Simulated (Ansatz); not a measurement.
Geometry optimisation, RKS PBE-D4/def2-SVP (Ansatz).

Input file:

```yaml
crystal:
  periodic: [false, false, false]
  atoms:
    - { symbol: Hf, position_ang: [0.0, 0.0, 0.0] }
    - { symbol: "N", position_ang: [0.0, 0.0, 2.21] }
    - { symbol: H, position_ang: [-0.877, -0.2713, 2.74] }
    - { symbol: H, position_ang: [0.877, 0.2713, 2.74] }
    - { symbol: O, position_ang: [1.952, 0.0, -0.6893] }
    - { symbol: H, position_ang: [2.2684, -0.9521, -0.806] }
    - { symbol: F, position_ang: [-0.9326, 1.6157, -0.6593] }
    - { symbol: F, position_ang: [-0.9326, -1.6157, -0.6593] }
basis:
  gaussian: { orbitals: def2-SVP }
hamiltonian:
  xc: pbe
  dispersion: d4
relax:
  f_tol: 0.02
  max_steps: 40
```

Launched with:

```bash
$ ansatz run input.yaml --threads 2 --pin off --max-ram 3072MiB --backend cpu --events-out ev --progress --plain --runs-dir out
```

Problem. Where does it end, and by what steps?

Solution. It converged. The force dipped under the threshold on the way, but the program's further checks kept it going. After 10 steps the energy has fallen by 0.745 eV; H6 moved furthest, 0.66 Å.

| step | energy less start (eV) | largest force component (eV/Å) | accepted |
| --- | --- | --- | --- |
| 0 | 0.0000 | 2.268 | yes |
| 1 | -0.4076 | 2.933 | yes |
| 2 | -0.6314 | 0.869 | yes |
| 3 | -0.6667 | 0.513 | yes |
| 4 | -0.7017 | 0.177 | yes |
| 5 | -0.7368 | 0.294 | yes |
| 6 | -0.7396 | 0.455 | yes |
| 7 | -0.7448 | 0.076 | yes |
| 8 | -0.7449 | 0.006 | yes |
| 9 | -0.7437 | 0.173 | no |
| 10 | -0.7449 | 0.006 | yes |

```xyz
8
Properties=species:S:1:pos:R:3
Hf -0.022 -0.118 0.050
N -0.012 -0.010 2.083
H -0.843 0.101 2.676
H 0.811 -0.053 2.693
O 1.818 -0.329 -0.493
H 2.630 -0.436 -1.003
F -0.862 1.478 -0.648
F -1.166 -1.584 -0.482
```

Time of the run: 22 s on 2 threads of Arm Neoverse V2, with other jobs on the host, peak memory 0.2 GiB.
